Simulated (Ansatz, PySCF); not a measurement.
This Ansatz (an electronic-structure program) input computes a SVWN5/def2-TZVPD energy:

Ansatz 0.2 input:
```yaml
crystal:
  periodic: [false, false, false]
  atoms:
    - {symbol: Rb, position_ang: [-0.00000000, -0.00000000, -1.22824055]}
    - {symbol: Cl, position_ang: [0.00000000, 0.00000000, 2.67322944]}
basis:
  gaussian:
    orbitals: def2-TZVPD
hamiltonian:
  xc: {name: SVWN5}
total_charge: 1
magnetization: {spin_polarized: true, initial_magnetization: 1}
output: {forces: true}
```

Question: Write an input for the same energy in PySCF and say what it gives.

Answer: 
```python
from pyscf import gto, scf, dft

mol = gto.M(
    atom='''
    Rb   -0.00000000   -0.00000000   -1.22824055
    Cl    0.00000000    0.00000000    2.67322944
    ''',
    basis='def2-tzvpd',
    ecp='def2-tzvp',
    charge=1,
    spin=1,
    symmetry='C2v',
    verbose=4,
)

mf = dft.UKS(mol, xc='svwn').density_fit(auxbasis='def2-universal-jkfit')
mf.grids.level = 3
mf.conv_tol = 1e-9
mf.max_cycle = 100
mf.max_memory = 1500
mf.kernel()
if not mf.converged:
    mf = mf.newton()
    mf.kernel(mf.make_rdm1())
mf.analyze()
```
It gives -482.48526 Eh, and Ansatz -482.48524 Eh, a difference of 0.02 mEh, from the treatment of integrals and grids.
